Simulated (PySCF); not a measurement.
trisilane anion (H₈Si₃), SMILES [SiH3][SiH2][SiH3] (connectivity only; charge and spin as stated), charge -1, multiplicity 2. Atoms are numbered in the order given.

```xyz
11

Si     2.3655     0.0000     0.2378
Si     0.0000     0.0000    -0.5174
Si    -2.3655     0.0000     0.2378
H      3.6836     0.0000    -0.5519
H      2.5448    -1.1873     1.1541
H      2.5448     1.1873     1.1541
H      0.0000     1.1831    -1.4636
H      0.0000    -1.1831    -1.4636
H     -2.5448    -1.1873     1.1541
H     -2.5448     1.1873     1.1541
H     -3.6836     0.0000    -0.5519
```
Charge -1, spin multiplicity 2.

The structure is a stationary point at B3LYP-D3(BJ)/def2-SVPD. The multiplicity is an assumed one; no other spin state was optimised.

Level of theory: PBE/pcH-1 run with PySCF.

Unrestricted Kohn–Sham, ⟨S²⟩ = 0.754. Hyperfine tensors hold the contact and dipolar terms, without spin-orbit corrections.

Computed hyperfine couplings:
```tsv
nucleus	A(iso) (MHz)	A(iso) (G)	dipolar principal values (MHz)
29Si no. 1	-393.4	-140.4	-37.3, 14.2, 23.1
29Si no. 2	-517.9	-184.8	-38.0, 11.3, 26.6
29Si no. 3	-393.4	-140.4	-37.3, 14.2, 23.1
1H no. 4	107.3	38.3	-3.6, -0.9, 4.5
1H no. 5	-14.7	-5.2	-3.2, -1.2, 4.4
1H no. 6	-14.7	-5.2	-3.2, -1.2, 4.4
1H no. 7	-16.3	-5.8	-4.2, -0.5, 4.6
1H no. 8	-16.3	-5.8	-4.2, -0.5, 4.6
1H no. 9	-14.7	-5.2	-3.2, -1.2, 4.4
1H no. 10	-14.7	-5.2	-3.2, -1.2, 4.4
1H no. 11	107.3	38.3	-3.6, -0.9, 4.5
```
